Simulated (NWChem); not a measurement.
System meant: C₂H₄O₃Si; SMILES O[Si](C#C)(O)O

NWChem input:

```
start job
memory heap 200 mb stack 900 mb global 1100 mb
geometry units angstroms noautoz
  C      0.000000     0.000000    -2.625922
  C      0.000000     0.000000    -1.411174
  Si     0.000000     0.000000     0.420052
  O     -1.485888    -0.430385     0.983294
  O      0.370220     1.502009     0.983294
  O      1.115668    -1.071624     0.983294
  H      0.000000     0.000000    -3.693912
  H     -1.820475    -1.290120     0.692480
  H     -0.207039     2.221637     0.692480
  H      2.027514    -0.931517     0.692480
end
basis spherical
  * library def2-svp
end
dft
  odft
  mult 2
  xc xpbe96 cpbe96
  iterations 150
  mulliken
end
task dft energy
```

End of the output:

```
                                 NWChem DFT Module
                                 -----------------

 Summary of "ao basis" -> "ao basis" (spherical)
 ------------------------------------------------------------------------------
       Tag                 Description            Shells   Functions and Types
 ---------------- ------------------------------  ------  ---------------------
 C                          def2-svp                 6       14   3s2p1d
 Si                         def2-svp                 8       18   4s3p1d
 O                          def2-svp                 6       14   3s2p1d
 H                          def2-svp                 3        5   2s1p

 Summary of "ao basis" -> "ao basis" (spherical)
 ------------------------------------------------------------------------------
       Tag                 Description            Shells   Functions and Types
 ---------------- ------------------------------  ------  ---------------------
 C                          def2-svp                 6       14   3s2p1d
 Si                         def2-svp                 8       18   4s3p1d
 O                          def2-svp                 6       14   3s2p1d
 H                          def2-svp                 3        5   2s1p

      Symmetry analysis of basis
      --------------------------

        a          42
        e+         33
        e-         33

  Rotation of axis
  number of electrons :                   54
  multiplicity        :                    2
 ------------------------------------------------------------------------
  no. of electrons and multiplicity not compatible                  54
 ------------------------------------------------------------------------
 ------------------------------------------------------------------------
  current input line :
    25: task dft energy
 ------------------------------------------------------------------------
 ------------------------------------------------------------------------
 There is an error in the input file
 ------------------------------------------------------------------------
 For more information see the NWChem manual at https://nwchemgit.github.io

0: no. of electrons and multiplicity not compatible:Received an Error in Communication
```

Task: Can this run be used? If not, why, and what is the fix?

Result: The program refused the input. Cause: the multiplicity doesn't fit the number of electrons (an even count wants an odd multiplicity, and the reverse). This input runs:
```
start job
memory heap 200 mb stack 900 mb global 1100 mb
geometry units angstroms noautoz
  C      0.000000     0.000000    -2.625922
  C      0.000000     0.000000    -1.411174
  Si     0.000000     0.000000     0.420052
  O     -1.485888    -0.430385     0.983294
  O      0.370220     1.502009     0.983294
  O      1.115668    -1.071624     0.983294
  H      0.000000     0.000000    -3.693912
  H     -1.820475    -1.290120     0.692480
  H     -0.207039     2.221637     0.692480
  H      2.027514    -0.931517     0.692480
end
basis spherical
  * library def2-svp
end
dft
  xc xpbe96 cpbe96
  iterations 150
  mulliken
end
task dft energy
```
It converges to -593.05043 Ha (PBE/def2-SVP).
